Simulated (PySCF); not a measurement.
Compound: C3H13OPSi2.
Cartesian coordinates in Å at the PBE0-D3(BJ)/def2-SVP level; atoms count from 1:
```xyz
20
C3H13OPSi2 angstrom
C      2.852    0.962    0.775
C      1.927    0.294   -0.214
O      0.619    0.272    0.310
Si    -0.739   -0.203   -0.540
C     -0.572   -1.959   -1.187
Si    -2.503    0.026    0.979
P     -0.964    1.154   -2.355
H      2.522    1.992    0.973
H      2.852    0.415    1.730
H      3.882    0.991    0.390
H      1.946    0.833   -1.181
H      2.273   -0.738   -0.420
H     -1.505   -2.287   -1.670
H     -0.350   -2.653   -0.361
H      0.238   -2.034   -1.930
H     -2.619    1.449    1.424
H     -2.316   -0.845    2.182
H     -3.786   -0.365    0.311
H     -1.638    2.196   -1.649
H     -2.174    0.514   -2.768
```

Theory: PySCF 2.14.0, density-fitted response routines, TDDFT PBE0/def2-SVPD, vertical, gas phase, core orbitals frozen in the response.

Transition dipole moments from the ground state, in atomic units and in the frame of the coordinates above (overall signs are arbitrary), for the states with f of 0.002 or more among the lowest 7:

```tsv
state	E (eV)	μx	μy	μz
S1	5.915	0.070	-0.001	0.323
S2	6.088	-0.110	0.267	-0.356
S3	6.301	-0.339	-0.449	0.868
S4	6.377	0.131	0.420	-0.783
S5	6.705	-0.071	-0.002	0.147
S6	6.887	0.418	0.261	-0.946
S7	6.947	0.192	0.299	0.191
```

Task: What oscillator strength does each state have?

Result: f = (2/3) ΔE |μ|² with ΔE in hartree (27.2114 eV).

```tsv
state	|μ|² (au)	|μ| (D)	f
S1	0.109	0.84	0.016
S2	0.210	1.17	0.031
S3	1.070	2.63	0.165
S4	0.808	2.28	0.126
S5	0.027	0.42	0.004
S6	1.138	2.71	0.192
S7	0.162	1.02	0.028
```

Task: What angle do the transition dipoles of S2 and S4 make?

Result: |cos θ| = |μa·μb| / (|μa| |μb|) = 0.91, so θ ≈ 24° (taken between 0 and 90°, since the signs are arbitrary).

Task: What peak molar absorption coefficient would the strongest computed level give as a lone Gaussian band 0.3 eV wide at half height?

Result: ε(max) = 2.175×10⁸ f / FWHM, with the width in cm⁻¹. S6: 2.175×10⁸ × 0.1920 / 2420 ≈ 17000 L mol⁻¹ cm⁻¹.

All these states lie below the vertical ionisation energy of 8.70 eV (ΔSCF).

One conformer stands for the species.

Without π bonds the low states may be Rydberg-like; a valence basis with one diffuse set may place them up to an eV too high.
